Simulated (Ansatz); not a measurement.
Basis-set extrapolation for BCl3FHSi (`FB[Si](Cl)(Cl)Cl`) (PBE0-D4/def2-TZVP geometry, frozen core, the Gaussian-basis code of Ansatz). Multiplicity 1, RHF reference.

|  | def2-TZVPP | def2-QZVPP |
| --- | --- | --- |
| HF | -1792.445421 | -1792.497868 |
| MP2 correlation | -1.014954 | -1.114904 |
| CCSD(T) correlation | -1.116422 | not run |

Energies in hartree. Use E(X) = E(∞) + A·exp(−7.88·√X) for Hartree–Fock and E(X) = E(∞) + B·X^(−2.97) for correlation, with X = 3 and 4, and add CCSD(T) minus MP2 of the smaller set to the MP2 limit.

Problem. What is the CCSD(T) energy at the basis-set limit?

Solution. HF limit: -1792.497868 + (-0.052447) × 0.13774 = -1792.50509. MP2 limit: -1.114904 + (-0.099950) × 0.74074 = -1.18894. Higher-order term: -1.116422 − (-1.014954) = -0.10147. Total: -1793.79550 hartree, 6.36 eV below CCSD(T)/def2-TZVPP.
